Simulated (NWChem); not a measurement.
hydrogen iodide (HI); SMILES I

All runs: NWChem. Structure relaxed at the PBE0/def2-SVP level. def2 effective core potentials on I; no spin-orbit coupling. Computed dipoles belong to the equilibrium geometry; the measured one is vibrationally averaged.

Measured dipole moment: 0.45 D (NIST CCCBDB, as tabulated in the package chemicals).

Task: Which of these levels lies farthest from the measured value, and how do the others fare: PBE0/def2-SVP; PBE0/def2-TZVPD; PBE0/def2-SVPD; PBE0/def2-TZVP; PBE0/def2-TZVPP; PBE0/def2-QZVP?

Result: PBE0/def2-SVP.
```tsv
level	dipole moment (D)	computed − measured
PBE0/def2-SVP	0.66	+0.21
PBE0/def2-SVPD	0.48	+0.03
PBE0/def2-TZVP	0.51	+0.06
PBE0/def2-TZVPD	0.46	+0.01
PBE0/def2-TZVPP	0.50	+0.05
PBE0/def2-QZVP	0.48	+0.03
```
